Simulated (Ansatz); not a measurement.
A structure relaxed at PBE-D4/def2-SVPD in Ansatz, charge -1, doublet:

```xyz
8

Cd    0.8134   -2.5666    0.7238
Cd   -0.1302    1.8029    0.3202
Cd    1.9994   -0.0703   -0.9105
Cd   -0.9807   -0.5226    1.6040
O     2.4187   -2.0043   -0.6037
O    -2.6105    1.2996   -0.3081
O     1.4545    1.8630   -1.1110
O    -2.9647    0.1983    0.2853
```

(1) Give its formula.

(2) Summarise the bond lengths by kind (pairs closer than 1.2 times the sum of covalent radii, bridged metal pairs left out).

## Answers

(1) the cluster Cd₄O₄⁻.

(2) 5 × Cd–O 2.00 to 2.49 Å; 2 × Cd–Cd 2.79 to 2.86 Å; 1 × O–O 1.30 Å.

In the def2 sets Cd takes a core potential; there is no spin–orbit coupling. The structure holds one bond between oxygen atoms, so isomers without such links may lie far lower. The structure comes from a short search, and lower isomers may exist.
